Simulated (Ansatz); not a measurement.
H7NO2Si2 (`O[SiH2]N[SiH2]O`) at its PBE0-D4/def2-TZVP geometry, where that method's forces vanish. Total charge 0; spin multiplicity 1.

```xyz
12

O    -0.9162   -0.7433    2.3536
Si   -1.3774   -0.3468    0.8249
N    -0.2258    0.5935   -0.0455
Si    1.2051    0.0437   -0.8099
O     1.0784    0.2922   -2.4330
H    -0.7417   -0.0292    2.9679
H    -2.6240    0.4642    0.8502
H    -1.5683   -1.6581    0.1713
H    -0.4524    1.5718   -0.1572
H     1.3151   -1.3970   -0.4701
H     2.4148    0.7726   -0.3351
H     1.8924    0.4363   -2.9171
```

Question: What forces (eV/Å) does r2SCAN-D4/def2-TZVPP give on these atoms in Ansatz? (Best estimate.)

Answer: Ansatz gave: 
```
O1   0.013 -0.048  0.027
Si2 -0.080 -0.003 -0.014
N3   0.006 -0.019 -0.022
Si4  0.073 -0.009  0.034
O5  -0.029  0.006 -0.030
H6   0.007  0.021  0.022
H7   0.014 -0.020 -0.009
H8   0.003  0.028  0.014
H9  -0.005  0.039 -0.005
H10 -0.007  0.023  0.006
H11 -0.016 -0.018 -0.001
H12  0.021  0.003 -0.022
```
